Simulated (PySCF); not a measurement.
BClHO, BH₅NOSi, AlBH₂NO (calculated)

All values are calculated (PySCF 2.14.0). Calculation on a computer-drawn molecule: the log of a Hartree-Fock and frozen-core CCSD(T) single point meant for a local Hartree-Fock minimum, with one planted fault or none, to be diagnosed. Offsets are logged minus clean, where the clean run is the same molecule without the fault. The reference is restricted for singlets and unrestricted otherwise, and also for a bond in bohr or an excited solution. Adding or removing an electron swaps singlet and doublet. The excited solution moves the top pair (singlet) or top alpha electron (doublet) to the lowest empty orbital. Highest occupied and lowest empty are orbital energies over both spins, largest force is the largest gradient component, triples share is (T) over the correlation energy, the T1 limit is 0.02 restricted and 0.045 unrestricted, electrons count all cores, a negative frequency is imaginary (commonest isotopes), and the dipole is about the centre of nuclear charge.

Common to all runs: meant charge 1; meant multiplicity 1; meant basis cc-pV(D+d)Z; logged SCF converged yes; logged CC converged yes; logged SCF stable within its kind yes; possible faults no fault, one electron removed, one electron added, multiplicity raised by two, geometry at a saddle point, SCF held on an excited solution, minimal basis STO-3G, one bond length entered in bohr, all coordinates scaled.

```yaml
- entry: 1
  formula: BClHO
  logged_structure:
    atoms_angstrom:
      - [O, -1.6282, -1.9668, 0.483]
      - [B, -2.4391, -1.0308, 0.4014]
      - [Cl, -3.4454, 0.2327, 0.2135]
      - [H, -1.4297, -3.4189, 1.542]
  given:
    logged_electrons: 30
    logged_basis_functions: 56
    logged_spin_squared: 0.2435
    "logged_highest_occupied [eV]": -19.277
    "logged_lowest_empty [eV]": -8.7193
    "logged_largest_force [hartree/bohr]": 0.057521
    logged_T1_diagnostic: 0.053597
    logged_D1_diagnostic: 0.20591
    logged_triples_share: 0.033072
    "logged_dipole_magnitude [debye]": 6.2267
    "logged_energy_HF [hartree]": -559.26287
    "logged_energy_CCSD(T) [hartree]": -559.6967
    drawn_bonds_atom: [1, 2, 1]
    drawn_bonds_other_atom: [2, 3, 4]
    drawn_bonds_order: [1, 1, 1]
  results:
    planted_fault: "one bond length entered in bohr, row 3 of the drawn bonds"
    "HF_energy_offset_from_clean_run [kcal/mol]": 102.7
    "CCSD(T)_energy_offset_from_clean_run [kcal/mol]": 92.24
  notes: ["T1 above single-reference limit"]
- entry: 2
  formula: BH5NOSi
  logged_structure:
    atoms_angstrom:
      - [O, 1.1194, 3.472, -1.6334]
      - [B, 0.8054, 2.4254, -0.9974]
      - ["N", 0.4323, 1.3106, -0.3955]
      - [Si, -1.2603, 0.8628, 0.187]
      - [H, 1.4396, 4.2813, -1.2416]
      - [H, 1.1566, 0.6174, -0.2573]
      - [H, -1.1297, 0.6359, 1.6282]
      - [H, -2.0425, 2.0567, -0.1569]
      - [H, -1.6347, -0.334, -0.5692]
  given:
    logged_electrons: 38
    logged_basis_functions: 90
    logged_spin_squared: 2.0121
    "logged_highest_occupied [eV]": -10.469
    "logged_lowest_empty [eV]": -7.102
    "logged_largest_force [hartree/bohr]": 0.1099
    logged_T1_diagnostic: 0.029602
    logged_D1_diagnostic: 0.16747
    logged_triples_share: 0.025696
    "logged_dipole_magnitude [debye]": 2.2657
    "logged_energy_HF [hartree]": -445.4587
    "logged_energy_CCSD(T) [hartree]": -445.99908
    drawn_bonds_atom: [1, 2, 3, 1, 3, 4, 4, 4]
    drawn_bonds_other_atom: [2, 3, 4, 5, 6, 7, 8, 9]
    drawn_bonds_order: [1, 1, 1, 1, 1, 1, 1, 1]
  results:
    planted_fault: "multiplicity raised by two"
    "HF_energy_offset_from_clean_run [kcal/mol]": 154.5
    "CCSD(T)_energy_offset_from_clean_run [kcal/mol]": 169.6
- entry: 3
  formula: BH5NOSi
  logged_structure:
    atoms_angstrom:
      - [O, 1.0869, 3.3713, -1.586]
      - [B, 0.7821, 2.3551, -0.9685]
      - ["N", 0.4198, 1.2726, -0.3841]
      - [Si, -1.2238, 0.8378, 0.1816]
      - [H, 1.3978, 4.1571, -1.2056]
      - [H, 1.1231, 0.5995, -0.2498]
      - [H, -1.097, 0.6175, 1.581]
      - [H, -1.9832, 1.9971, -0.1524]
      - [H, -1.5873, -0.3243, -0.5527]
  given:
    logged_electrons: 38
    logged_basis_functions: 90
    logged_spin_squared: 0.0
    "logged_highest_occupied [eV]": -17.541
    "logged_lowest_empty [eV]": -1.6401
    "logged_largest_force [hartree/bohr]": 0.037103
    logged_T1_diagnostic: 0.013045
    logged_D1_diagnostic: 0.037064
    logged_triples_share: 0.024988
    "logged_dipole_magnitude [debye]": 3.5076
    "logged_energy_HF [hartree]": -445.69611
    "logged_energy_CCSD(T) [hartree]": -446.25437
    drawn_bonds_atom: [1, 2, 3, 1, 3, 4, 4, 4]
    drawn_bonds_other_atom: [2, 3, 4, 5, 6, 7, 8, 9]
    drawn_bonds_order: [1, 1, 1, 1, 1, 1, 1, 1]
  results:
    planted_fault: "all coordinates scaled, by -2.9 %"
    "HF_energy_offset_from_clean_run [kcal/mol]": 5.522
    "CCSD(T)_energy_offset_from_clean_run [kcal/mol]": 9.387
- entry: 4
  formula: AlBH2NO
  logged_structure:
    atoms_angstrom:
      - [O, -2.0642, 2.1259, 0.0321]
      - [B, -1.5822, 0.8724, -0.1546]
      - ["N", -1.0508, -0.3655, -0.2997]
      - [Al, -0.2853, -1.9413, -0.4208]
      - [H, -2.8954, 2.4581, -0.4199]
      - [H, 0.4124, -3.3999, -0.5412]
  given:
    logged_electrons: 34
    logged_basis_functions: 75
    logged_spin_squared: 0.0
    "logged_highest_occupied [eV]": -16.192
    "logged_lowest_empty [eV]": -3.6398
    "logged_largest_force [hartree/bohr]": 0.044097
    logged_T1_diagnostic: 0.018471
    logged_D1_diagnostic: 0.042689
    logged_triples_share: 0.033148
    "logged_dipole_magnitude [debye]": 4.1372
    "logged_energy_HF [hartree]": -396.91969
    "logged_energy_CCSD(T) [hartree]": -397.41856
    drawn_bonds_atom: [1, 2, 3, 1, 4]
    drawn_bonds_other_atom: [2, 3, 4, 5, 6]
    drawn_bonds_order: [1, 1, 2, 1, 1]
  results:
    planted_fault: "all coordinates scaled, by +5.5 %"
    "HF_energy_offset_from_clean_run [kcal/mol]": 13.79
    "CCSD(T)_energy_offset_from_clean_run [kcal/mol]": 5.82
```
